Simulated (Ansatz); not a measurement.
A structure drawn as `[OH][Cd][N]([SiH3])[SiH3]`, with this starting geometry:

Cartesian coordinates in Å:
```
O 1.278 0.924 -2.215
Cd 1.507 1.660 -0.943
N 0.244 0.583 0.735
Si -1.411 0.614 0.386
Si 0.763 -1.140 0.900
H 0.696 0.139 -2.424
H -1.677 -0.077 -0.910
H -2.206 -0.043 1.426
H -1.918 2.056 0.219
H -0.009 -1.756 1.970
H 0.522 -1.791 -0.382
H 2.212 -1.169 1.237
```

Charge 0, multiplicity 1. Cd: def2 effective core potential.

Relax it with Ansatz at PBE-D4/def2-SVP and then PBE0-D4/def2-TZVP. Is the drawn bonding still there?

Yes, every drawn bond is still there and no new one forms.

Give the relaxed structure. (Estimate.)

The calculation gave: 
```xyz
12

O    -0.2569   -2.5075   -2.7927
Cd   -0.1532   -1.2062   -1.3344
N     0.0854    0.1427    0.1375
Si   -0.1313    1.8052   -0.2467
Si    0.4630   -0.4373    1.7121
H    -1.1434   -2.8531   -2.9193
H    -1.2704    2.4153    0.4978
H     1.0825    2.6143    0.0608
H    -0.4177    1.9278   -1.7058
H     1.7400    0.1330    2.2281
H    -0.6005   -0.1126    2.7060
H     0.6024   -1.9217    1.6567
```
All modes are real.

Atoms count as bonded under 1.1 times the sum of their covalent radii (H–H under 0.85 Å, pairs among N, O and F under 1.55 Å), and a drawn bond as lost past 1.3 times.
